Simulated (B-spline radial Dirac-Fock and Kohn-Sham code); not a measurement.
Neutral krypton: differential elastic cross section for electrons at 791 eV

Method: relativistic (Dirac) partial waves in the static field of the Dirac-Fock atom with Furness-McCarthy exchange, without polarisation or absorption potentials. Computed with a radial finite-basis atomic code.

```
θ (°)  dσ/dΩ (a₀²/sr)  Sherman function
    5            45.2             0.000
   10            17.6             0.000
   15            5.95             0.001
   20            2.54             0.002
   25            1.40             0.002
   30           0.853             0.002
   35           0.545             0.000
   40           0.366            -0.004
   45           0.261            -0.009
   50           0.197            -0.015
   55           0.158            -0.018
   60           0.133            -0.017
   65           0.117            -0.012
   70           0.107            -0.003
   75           0.100             0.008
   80          0.0936             0.020
   85          0.0861             0.031
   90          0.0767             0.042
   95          0.0652             0.051
  100          0.0522             0.059
  105          0.0395             0.062
  110          0.0295             0.050
  115          0.0249             0.011
  120          0.0288            -0.039
  125          0.0435            -0.058
  130          0.0709            -0.054
  135           0.112            -0.045
  140           0.165            -0.035
  145           0.228            -0.028
  150           0.299            -0.022
  155           0.372            -0.017
  160           0.441            -0.013
  165           0.502            -0.009
  170           0.550            -0.006
  175           0.580            -0.003
```

The total elastic cross section is 7.67 a₀², the first transport cross section 1.90 a₀² and the second, weighted with (3/2) sin²θ, 1.73 a₀². The mean deflection is ⟨1 − cos θ⟩ = 0.247, and 10 % of the collisions scatter beyond 90°.

On this grid of angles the cross section has a minimum near 115°, from interference among the few low partial waves with large phase shifts.
